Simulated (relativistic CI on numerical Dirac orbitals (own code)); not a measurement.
Calculated at this level of theory: Dirac-Coulomb-Breit CI, KLI orbitals optimised for each configuration, a model potential for QED, unscaled Slater integrals (own radial code, finite nucleus).

The strongest absorption lines from the ground level of an ion, among the configurations computed and to levels below about 17200 eV (vacuum wavelength in Å, gf): 0.7515 (0.23), 0.9594 (0.22), 0.9597 (0.27), 0.9626 (0.12), 0.9729 (1.1), 1.0042 (0.4), 5.6363 (0.38), 5.6414 (0.21).

Task: Which ion is it?
A. Pt73+
B. Pt71+
C. Th85+
D. Pt75+

Result: A. Pt73+ has 5 electrons and the ground level 2s2 2p 2P°_1/2; the strongest line goes to 2s2 3d 2D_3/2. The pattern of lines fixes the number of electrons, and along that sequence the line energies rise steadily with the charge (about as its square where n changes within one kind of shell, about linearly where n is kept but much faster in heavy ions where fine structure, which grows about as Z⁴, sets the gap, and irregularly where shells cross), which fixes Z. Configurations outside the model, such as inner-shell arrays, can give stronger lines. At this charge energies of transitions that change n are usually good to better than 1 %, and those within a shell (Δn = 0) to a few per cent.

LS names give the leading component of a level, which can be under half, so a name can repeat, a term be missing and a line seem to break the LS rules.
